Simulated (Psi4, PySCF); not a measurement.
Input for PySCF:
```python
from pyscf import gto, scf, mp

mol = gto.Mole()
mol.atom = '''
    S     0.10558214   -0.00190789    0.04613646
    H    -0.31822157    0.99705449   -0.76565970
    H    -0.35082551   -0.98045104   -0.77282250
    H    -1.02026722    0.01392277    0.80029891
'''
mol.basis = 'sto-3g'
mol.charge = 1
mol.verbose = 3
mol.build()

mf = scf.RHF(mol)
mf.kernel()

pt = mp.MP2(mf, frozen=5)
pt.kernel()
print('E(MP2) = %.10f' % pt.e_tot)
```

Q: Convert this to an input for Psi4.

A: Several could match; the one computed here: 
```
memory 2 GB

molecule {
1 1
S     0.10558214   -0.00190789    0.04613646
H    -0.31822157    0.99705449   -0.76565970
H    -0.35082551   -0.98045104   -0.77282250
H    -1.02026722    0.01392277    0.80029891
}

set {
  basis sto-3g
  freeze_core true
  mp2_type conv
  scf_type pk
  puream true
  d_convergence 1e-8
}

energy('mp2')
print_variables()
```

Both were run: PySCF gave -394.708293 Eh and Psi4 -394.708293 Eh, 0.000 mEh apart.
